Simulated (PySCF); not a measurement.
CH6F2Si3, SMILES F[Si@@H]1C[Si@H](F)[SiH2]1. The structure is a stationary point at PBE-D3(BJ)/def2-SVP. The structure was generated by enumeration; whether it is a known compound was not checked.

Computed equilibrium geometry at PBE-D3(BJ)/def2-SVP (PySCF confirms it by a frequency run) as a Z-matrix, and its point group:
point group Cs.
```
C
H 1 1.1099
H 1 1.1149 2 107.77
Si 1 1.9035 2 116.88 3 122.00
F 4 1.6471 1 109.64 2 36.61
H 4 1.5053 5 106.87 1 126.04
Si 1 1.9035 2 116.88 3 -122.00
F 7 1.6471 1 109.64 2 -36.61
H 7 1.5053 8 106.87 1 -126.04
Si 7 2.3705 9 123.20 8 129.73
H 10 1.5019 7 122.17 9 -101.86
H 10 1.5093 11 110.60 7 -134.14
```
